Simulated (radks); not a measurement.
Task: The xenon ion Xe+, configuration [Kr] 4d10 5s2 5p4 4f1 (not the ground configuration). All-electron calculation, scalar-relativistic Kohn-Sham, PW91, spin-polarised, spherical densities, finite nucleus; open shells are filled with parallel spins first (spin-orbit coupling, left out, can overturn this in heavy ions); Fermi nuclear charge, rms radius 4.7859 fm. Program: a radial shooting solver on a logarithmic mesh with Libxc functionals. Some entries of the table are withheld. Estimate them.

orbital,occ.,eigenvalue (eV),<r> (bohr),<1/r> (bohr^-1)
1s up,1,-34390.83,0.02666,58.11
1s down,1,-34390.75,0.02666,58.11
2s up,1,-5366.198,0.1146,13.33
2s down,1,-5366.158,0.1146,13.33
2p up,3,-4817.320,0.1003,12.73
2p down,3,-4817.250,0.1003,12.73
3s up,1,-1110.426,0.3064,4.792
3s down,1,-1110.346,0.3064,4.792
3p up,3,-933.1227,0.3044,4.553
3p down,3,-933.0322,0.3044,4.553
3d up,5,-670.0169,0.2809,4.311
3d down,5,-669.9316,0.2809,4.312
4s up,1,-213.5314,0.7166,1.952
4s down,1,-213.3275,0.7165,1.952
4p up,3,-157.3646,(1),1.791
4p down,3,-157.1500,(2),1.792
4d up,5,-75.4881,0.8763,1.513
4d down,5,-75.1767,0.8734,1.517
5s up,1,(3),1.794,0.7281
5s down,1,(4),1.787,0.7334
5p up,3,-22.4534,2.103,0.6134
5p down,1,-20.7416,2.115,0.6125
4f up,1,-2.5525,6.655,0.2251

Result: 
(1) 4p up <r> (bohr): 0.7647
(2) 4p down <r> (bohr): 0.7643
(3) 5s up eigenvalue (eV): -34.9964
(4) 5s down eigenvalue (eV): -33.3708
